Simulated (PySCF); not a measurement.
## Exercise with solution: oscillator strength and radiative lifetime

CH5FOSi2, SMILES O1[SiH2][Si@@H](F)C1.

Geometry: PBE-D3(BJ)/def2-SVP. The structure was generated by enumeration; whether it is a known compound was not checked.

TDA-PBE/def2-SVPD (PySCF 2.14.0) puts the first singlet state with f over 0.02 at 5.43 eV (vertical), with the transition dipole (-0.377, -0.109, 0.120) in atomic units.

**Question.** Find the oscillator strength, the wavelength and the radiative lifetime that this transition would have in vacuum if emission retraced absorption.

**Answer.** 
|μ|² = 0.1684 au, so |μ| = 1.04 D. ΔE = 5.43/27.211 = 0.1995 hartree. f = (2/3) ΔE |μ|² = 0.022 (the program prints 0.022).
λ = 1239.84/5.43 = 228 nm; ν = 43796 cm⁻¹.
Einstein's coefficient A = 0.6670 ν² f s⁻¹ (ν in cm⁻¹) = 2.9e7 s⁻¹, so τ = 1/A = 35 ns. This state is S2; the lower singlet has f = 0.004. The figure is the radiative limit of this one transition; relaxation, internal conversion, crossing to triplets and a medium change what is measured.
